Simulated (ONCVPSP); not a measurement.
## rubidium (Rb): ONCV pseudisation with PBEsol, scalar-relativistic reference atom.

ONCVPSP 4.0.1 was run on this input:

```
# ATOM AND REFERENCE CONFIGURATION
# atsym  z   nc   nv     iexc    psfile
  Rb 37.00    6    3  -116133      upf
#
#   n    l    f
    1    0    2.00
    2    0    2.00
    2    1    6.00
    3    0    2.00
    3    1    6.00
    3    2   10.00
    4    0    2.00
    4    1    6.00
    5    0    1.00
#
# PSEUDOPOTENTIAL AND OPTIMIZATION
# lmax
    2
#
#   l,   rc,      ep,       ncon, nbas, qcut
    0    2.45    0.00    4    8    4.90
    1    1.70    0.00    4    8    5.40
    2    1.90    0.36    4    8    6.00
#
# LOCAL POTENTIAL
# lloc, lpopt,  rc(5),   dvloc0
    4    2    1.65   -1.00
#
# VANDERBILT-KLEINMAN-BYLANDER PROJECTORs
# l, nproj, debl
    0    3    3.20
    1    1    0.40
    2    2    0.70
#
# MODEL CORE CHARGE
# icmod, fcfact, rcfact
    3    3.50    1.25
#
# LOG DERIVATIVE ANALYSIS
# epsh1, epsh2, depsh
   -3.00    5.00    0.02
#
# OUTPUT GRID
# rlmax, drl
    6.00    0.01
#
# TEST CONFIGURATIONS
# ncnf
    4
# nvcnf
#   n    l    f
    3
    4    0    2.00
    4    1    6.00
    5    0    0.00
#
    3
    4    0    2.00
    4    1    6.00
    5    0    0.50
#
    4
    4    0    2.00
    4    1    6.00
    5    0    0.00
    5    1    1.00
#
    3
    4    0    1.00
    4    1    6.00
    5    0    1.00
#
```

Command:

```bash
oncvpsp.x < Rb.dat > Rb.out
```

Output (shortened: citation, most of the input echo, consistency checks and plot data are left out):

```
ONCVPSP  (Optimized Norm-Conservinng Vanderbilt PSeudopotential)
scalar-relativistic version 4.0.1

#   n    l    f        energy (Ha)
    1    0    2.00    -5.5208805E+02
    2    0    2.00    -7.3752615E+01
    2    1    6.00    -6.5396625E+01
    3    0    2.00    -1.0934922E+01
    3    1    6.00    -8.2558557E+00
    3    2   10.00    -3.8215553E+00
    4    0    2.00    -1.1725169E+00
    4    1    6.00    -5.8719737E-01
    5    0    1.00    -8.1674736E-02

Reference configufation results
  iterations    25
  all-electron total energy (Ha)   -2.97934329D+03

Begin loop to  construct optimized pseudo wave functions
and semi-local pseudopoentials for all angular momenta

   Wellstate for l =  0  n =  7
     eigenvalue =   3.1183
     asymptotic potential =   3.6183
     half-point radius =  3.9987

Calculating optimized projector #   1

 for l=   0

    Fraction of norm inside rc  0.954990
    Optimizing pswf for qcut=   4.90 a_B^-1,  ecut=  11.98 Ha
    Residual kinetic energy error=  1.43D-06 Ha

    Energy error per electron        Cutoff
         Ha          eV             Ha
         0.01000     0.27211        2.64
         0.00100     0.02721        7.05
         0.00010     0.00272        9.14
         0.00001     0.00027       10.84

Calculating optimized projector #   2

 for l=   0

    Fraction of norm inside rc  0.041590
    Optimizing pswf for qcut=   4.90 a_B^-1,  ecut=  11.98 Ha
    Residual kinetic energy error=  1.32D-06 Ha

    Energy error per electron        Cutoff
         Ha          eV             Ha
         0.01000     0.27211        1.62
         0.00100     0.02721        5.05
         0.00010     0.00272        8.48
         0.00001     0.00027       10.52

Calculating optimized projector #   3

 for l=   0

    Fraction of norm inside rc  0.159212
    Optimizing pswf for qcut=   4.90 a_B^-1,  ecut=  11.98 Ha
    Residual kinetic energy error=  3.54D-04 Ha

    Energy error per electron        Cutoff
         Ha          eV             Ha
         0.01000     0.27211        8.53
         0.00100     0.02721       10.69
         0.00010     0.00272       21.76
         0.00001     0.00027       45.55

Calculating optimized projector #   1

 for l=   1

    Fraction of norm inside rc  0.544700
    Optimizing pswf for qcut=   5.39 a_B^-1,  ecut=  14.55 Ha
    Residual kinetic energy error=  3.87D-04 Ha

    Energy error per electron        Cutoff
         Ha          eV             Ha
         0.01000     0.27211        4.85
         0.00100     0.02721       12.26
         0.00010     0.00272       39.41
         0.00001     0.00027       70.08

   Wellstate for l =  2  n =  5
     eigenvalue =   0.3600
     asymptotic potential =   0.8600
     half-point radius =  7.5320

   Wellstate for l =  2  n =  5
     eigenvalue =   1.0600
     asymptotic potential =   1.5600
     half-point radius =  3.9653

Calculating optimized projector #   1

 for l=   2

    Fraction of norm inside rc  0.143165
    Optimizing pswf for qcut=   6.00 a_B^-1,  ecut=  18.01 Ha
    Residual kinetic energy error=  2.13D-06 Ha

    Energy error per electron        Cutoff
         Ha          eV             Ha
         0.01000     0.27211        6.01
         0.00100     0.02721        9.60
         0.00010     0.00272       13.00
         0.00001     0.00027       16.03

Calculating optimized projector #   2

 for l=   2

    Fraction of norm inside rc  0.238998
    Optimizing pswf for qcut=   6.00 a_B^-1,  ecut=  18.01 Ha
    Residual kinetic energy error=  3.65D-05 Ha

    Energy error per electron        Cutoff
         Ha          eV             Ha
         0.01000     0.27211        8.38
         0.00100     0.02721       12.24
         0.00010     0.00272       16.19
         0.00001     0.00027       29.73

Construct Vanderbilt / Kleinmman-Bylander projectors

B matrix Hermiticity error, ll=   0
   1   2    4.2764E-05
   1   3    3.0148E-04
   2   3   -7.5580E-05

  Orthonormal projector coefficients  4.9858E+00  1.4954E+00  2.3289E-01

B matrix Hermiticity error, ll=   2
   1   2   -3.0116E-05

  Orthonormal projector coefficients  6.7419E-01  2.1322E-01

Model core correction analysis
  based on d2Exc/dn_idn_j

d2excae - all-electron derivatives

   -3.063315D-02   -2.604023D-02   -1.430435D-03
   -2.604051D-02   -2.517322D-02   -2.716065D-03
   -1.429196D-03   -2.713262D-03   -3.671006D-02

d2excps - pseudofunction derivatives with no core correction

   -3.968384D-02   -2.880599D-02   -2.020975D-03
   -2.880667D-02   -2.753065D-02   -2.876515D-03
   -2.020182D-03   -2.873728D-03   -3.674424D-02

rms 2nd derivative error    3.391563E-03

rmatch, rhocmatch    0.9926    3.9594

Teter function model core charge with specified parameters

d2excps - pseudofunction derivatives with core correction

   -3.061408D-02   -2.548725D-02   -1.510665D-03
   -2.548719D-02   -2.601061D-02   -2.692603D-03
   -1.509415D-03   -2.689797D-03   -3.671560D-02

rms 2nd derivative error    3.840656E-04

Pseudoatom total energy  -24.399576

Diagnostic tests using Vanderbilt-Kleinman-Bylander pseudopotentials
  1 or more projectors used as specified by nproj input data

   l    rcore       rmatch      e in        delta e   norm test  slope test

   0   2.4642186   2.5390377  -1.1725169   0.0000005   1.0000835   1.0000785
   0   2.4642186   2.5390377  -0.0816747   0.0000004   1.0000132   1.0000108
   0   2.4642186   2.5390377   3.1183253   0.0000044   1.0002582   1.0002582

   1   1.7006088   1.7522430  -0.5871974  -0.0000046   0.9999991   1.0000153

   2   1.9053118   1.9631612   0.3600000   0.0000065   1.0000975   1.0000975
   2   1.9053118   1.9631612   1.0600000   0.0000060   1.0001318   1.0001318

 Testing for bound ghosts
   n   l    E NL Schr. Eq   E Basis Diag.   E Cutoff

   1   0       -1.172516       -1.172516     57.76
   2   0       -0.081674       -0.042994     57.76

   2   1       -0.587202       -0.585577     76.64

 Testing for highly-localized positive-energy ghosts
       l    <radius>/rc     E Basis Diag.   E Cutoff

Test configuration 0

   n   l     f        eae           eps        diff
   1   0  2.0000 -552.08805254
   2   0  2.0000  -73.75261490
   2   1  6.0000  -65.39662493
   3   0  2.0000  -10.93492197
   3   1  6.0000   -8.25585572
   3   2 10.0000   -3.82155528
   4   0  2.0000   -1.17251691   -1.17251645    4.67D-07
   4   1  6.0000   -0.58719737   -0.58720193   -4.57D-06
   5   0  1.0000   -0.08167474   -0.08167431    4.24D-07

    Total energies and differences
      AE_ref= -2.97934329D+03  AE_tst= -2.97934329D+03  dif=  0.00D+00
      PS_ref= -2.43995763D+01  PS_tst= -2.43995763D+01  dif=  7.11D-15
      PSP excitation error= -7.11D-15

Test configuration 1

   n   l     f        eae           eps        diff
   1   0  2.0000 -552.29965321
   2   0  2.0000  -73.96407482
   2   1  6.0000  -65.60806993
   3   0  2.0000  -11.14625250
   3   1  6.0000   -8.46716425
   3   2 10.0000   -4.03282975
   4   0  2.0000   -1.38250950   -1.38286347   -3.54D-04
   4   1  6.0000   -0.79531592   -0.79535497   -3.90D-05

    Total energies and differences
      AE_ref= -2.97934329D+03  AE_tst= -2.97919375D+03  dif=  1.50D-01
      PS_ref= -2.43995763D+01  PS_tst= -2.42500310D+01  dif=  1.50D-01
      PSP excitation error= -1.27D-05

Test configuration 2

   n   l     f        eae           eps        diff
   1   0  2.0000 -552.18627881
   2   0  2.0000  -73.85077921
   2   1  6.0000  -65.49478567
   3   0  2.0000  -11.03303023
   3   1  6.0000   -8.35395586
   3   2 10.0000   -3.91964191
   4   0  2.0000   -1.27012451   -1.27025256   -1.28D-04
   4   1  6.0000   -0.68419731   -0.68421079   -1.35D-05
   5   0  0.5000   -0.14857125   -0.14857637   -5.11D-06

    Total energies and differences
      AE_ref= -2.97934329D+03  AE_tst= -2.97928591D+03  dif=  5.74D-02
      PS_ref= -2.43995763D+01  PS_tst= -2.43421934D+01  dif=  5.74D-02
      PSP excitation error= -3.11D-06

Test configuration 3

   n   l     f        eae           eps        diff
   1   0  2.0000 -552.14218654
   2   0  2.0000  -73.80680889
   2   1  6.0000  -65.45077762
   3   0  2.0000  -10.98916874
   3   1  6.0000   -8.31008657
   3   2 10.0000   -3.87577037
   4   0  2.0000   -1.22643644   -1.22642851    7.93D-06
   4   1  6.0000   -0.63995416   -0.63971293    2.41D-04
   5   1  1.0000   -0.04873937   -0.04875862   -1.92D-05

    Total energies and differences
      AE_ref= -2.97934329D+03  AE_tst= -2.97928844D+03  dif=  5.48D-02
      PS_ref= -2.43995763D+01  PS_tst= -2.43448245D+01  dif=  5.48D-02
      PSP excitation error=  9.71D-05

Test configuration 4

   n   l     f        eae           eps        diff
   1   0  2.0000 -552.61630291
   2   0  2.0000  -74.27434852
   2   1  6.0000  -65.91864317
   3   0  2.0000  -11.45151068
   3   1  6.0000   -8.77193883
   3   2 10.0000   -4.33628141
   4   0  1.0000   -1.61250343   -1.62540369   -1.29D-02
   4   1  6.0000   -1.00045677   -1.00269681   -2.24D-03
   5   0  1.0000   -0.29906033   -0.29975360   -6.93D-04

    Total energies and differences
      AE_ref= -2.97934329D+03  AE_tst= -2.97795638D+03  dif=  1.39D+00
      PS_ref= -2.43995763D+01  PS_tst= -2.30065007D+01  dif=  1.39D+00
      PSP excitation error= -6.17D-03
```

The run took about 5 s on one core of a shared server CPU.
